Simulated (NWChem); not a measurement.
System: diboron tetrafluoride (B2F4); SMILES FB(F)B(F)F

Excerpt of the output:

```
             Northwest Computational Chemistry Package (NWChem) 7.3.0
             --------------------------------------------------------

                             Geometry "geometry" -> ""
                             -------------------------

 Output coordinates in angstroms (scale by  1.889725989 to convert to a.u.)

  No.       Tag          Charge          X              Y              Z
 ---- ---------------- ---------- -------------- -------------- --------------
    1 F                    9.0000     0.79833600    -0.79833600     1.55131200
    2 B                    5.0000     0.00000000     0.00000000     0.85744300
    3 F                    9.0000    -0.79833600     0.79833600     1.55131200
    4 B                    5.0000     0.00000000     0.00000000    -0.85744300
    5 F                    9.0000    -0.79833600    -0.79833600    -1.55131200
    6 F                    9.0000     0.79833600     0.79833600    -1.55131200

 Effective nuclear repulsion energy (a.u.)     202.4994971105

  pbe96 is a nonlocal functional; adding pw91lda local functional.

                                 NWChem DFT Module
                                 -----------------

 Summary of "ao basis" -> "ao basis" (spherical)
 ------------------------------------------------------------------------------
       Tag                 Description            Shells   Functions and Types
 ---------------- ------------------------------  ------  ---------------------
 F                           6-31g*                  6       14   3s2p1d
 B                           6-31g*                  6       14   3s2p1d

            General Information
            -------------------
          SCF calculation type: DFT
          Wavefunction type:  closed shell.
          No. of atoms     :     6
          No. of electrons :    46
           Alpha electrons :    23
            Beta electrons :    23
          Charge           :     0
          Spin multiplicity:     1
          Use of symmetry is: off; symmetry adaption is: off
          Maximum number of iterations: 150
          AO basis - number of functions:    84
                     number of shells:    36
          Convergence on energy requested:  1.00D-06
          Convergence on density requested:  1.00D-05
          Convergence on gradient requested:  5.00D-04

              XC Information
              --------------
                     Hartree-Fock (Exact) Exchange  1.000
                     LC-wPBE(h)Exchange Functional  1.000
            Perdew 1991 LDA Correlation Functional  1.000 local
           PerdewBurkeErnz. Correlation Functional  1.000 non-local

           Range-Separation Parameters
           ---------------------------
           Alpha           :  0.00
           Beta            :  1.00
           Gamma           :  0.15
           Short-Range HF  :     F

             Grid Information
             ----------------
          Grid used for XC integration:  medium
          Radial quadrature: Mura-Knowles
          Angular quadrature: Lebedev.
          Tag              B.-S. Rad. Rad. Pts. Rad. Cut. Ang. Pts.
          ---              ---------- --------- --------- ---------
          F                   0.50       49           8.0       434
          B                   0.85       49           7.0       434
          Grid pruning is: on
          Number of quadrature shells:   294
          Spatial weights used:  Erf1

      Superposition of Atomic Density Guess
      -------------------------------------

 Sum of atomic energies:        -446.54150508

      Non-variational initial energy
      ------------------------------

 Total energy =    -447.970905
 1-e energy   =   -1024.707490
 2-e energy   =     374.237088
 HOMO         =      -0.403096
 LUMO         =       0.067320

   convergence    iter        energy       DeltaE   RMS-Dens  Diis-err
 ---------------- ----- ----------------- --------- --------- ---------
 d= 0,ls=0.0,diis     1   -448.6659486728 -6.51D+02  1.80D-02  1.56D+00
 d= 0,ls=0.0,diis     2   -448.5935337648  7.24D-02  8.16D-03  3.15D+00
 d= 0,ls=0.0,diis     3   -448.8483211119 -2.55D-01  1.17D-03  1.70D-02
 d= 0,ls=0.0,diis     4   -448.8498011022 -1.48D-03  2.55D-04  1.57D-03
 d= 0,ls=0.0,diis     5   -448.8499496572 -1.49D-04  4.49D-05  2.41D-05
  Resetting Diis
 d= 0,ls=0.0,diis     6   -448.8499525209 -2.86D-06  5.02D-06  1.07D-07
 d= 0,ls=0.0,diis     7   -448.8499525389 -1.80D-08  9.69D-07  3.07D-09

         Total DFT energy =     -448.849952538901
      One electron energy =    -1026.636293086912
           Coulomb energy =      424.969775817424
    Exchange-Corr. energy =      -49.682932379884
 Nuclear repulsion energy =      202.499497110471

 Numeric. integr. density =       45.999996579685

                       DFT Final Molecular Orbital Analysis
                       ------------------------------------

 Vector   21  Occ=2.000000D+00  E=-4.377968D-01
              MO Center= -2.9D-07,  3.2D-07,  1.5D+00, r^2= 1.8D+00
   Bfn.  Coefficient  Atom+Function         Bfn.  Coefficient  Atom+Function
  ----- ------------  ---------------      ----- ------------  ---------------
     5      0.323179  1 F  pz                33     -0.323179  3 F  pz
     3     -0.252186  1 F  px                 4      0.252676  1 F  py
    31     -0.252186  3 F  px                32      0.252676  3 F  py
     9      0.220990  1 F  pz                37     -0.220990  3 F  pz
     7     -0.164409  1 F  px                 8      0.164774  1 F  py

[...]
```

Level: LC-wPBE (HJS exchange hole, range parameter 0.15 per bohr)/6-31G* (spherical d), vertical spin-unrestricted ions. Coordinates come from a B3LYP/6-31G* (spherical d) optimisation.

Q: Write an input that gives this output.

A: Several could match; the one computed here: the input that was run:
```
start job
memory heap 200 mb stack 900 mb global 1100 mb
geometry units angstroms noautosym nocenter noautoz
  F      0.798336    -0.798336     1.551312
  B      0.000000     0.000000     0.857443
  F     -0.798336     0.798336     1.551312
  B      0.000000     0.000000    -0.857443
  F     -0.798336    -0.798336    -1.551312
  F      0.798336     0.798336    -1.551312
end
basis spherical
  F library 6-31g*
  B library 6-31g*
end
dft
  xc xwpbe 1.00 cpbe96 1.0 hfexch 1.00
  cam 0.15 cam_alpha 0.0 cam_beta 1.0
  iterations 150
  vectors input atomic output neutral.movecs
end
task dft energy
charge 1
dft
  odft
  mult 2
  vectors input atomic output cation.movecs
end
task dft energy
```
